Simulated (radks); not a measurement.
Values are calculated unless marked as measured or tabulated.
Task: The mean radii <r> (bohr) of the occupied orbitals of an atom or ion are listed with their occupations. Code: a radial shooting solver on a logarithmic mesh with Libxc functionals. Model: scalar-relativistic Kohn-Sham, SOGGA, spin-polarised, spherical densities, finite nucleus; Fermi nuclear charge, rms radius of each element as measured or else 0.836 A^(1/3) + 0.57 fm.

| orbital | occ. | <r> |
|---|---|---|
| 1s down | 1 | 0.03518 |
| 1s up | 1 | 0.03518 |
| 2s up | 1 | 0.1538 |
| 2s down | 1 | 0.1538 |
| 2p up | 3 | 0.1340 |
| 2p down | 3 | 0.1340 |
| 3s up | 1 | 0.4292 |
| 3s down | 1 | 0.4292 |
| 3p up | 3 | 0.4308 |
| 3p down | 3 | 0.4308 |
| 3d up | 5 | 0.4155 |
| 3d down | 5 | 0.4153 |
| 4s up | 1 | 1.107 |
| 4s down | 1 | 1.100 |
| 4p up | 3 | 1.231 |
| 4p down | 3 | 1.222 |
| 4d up | 4 | 1.712 |

Name the element and its charge. Open shells, if any, are filled with parallel spins first.

Result: Z = 42, molybdenum, charge +2: Mo2+ in [Kr] 4d4. The 1s radius gives Z: for a bare nucleus <r> = (2 gamma + 1)/(2Z) with gamma = sqrt(1 - (Z/c)^2), 0.03457 bohr for Z = 42, and screening makes it slightly larger (0.03518 here). The occupations add up to 40, and the charge is Z minus that.
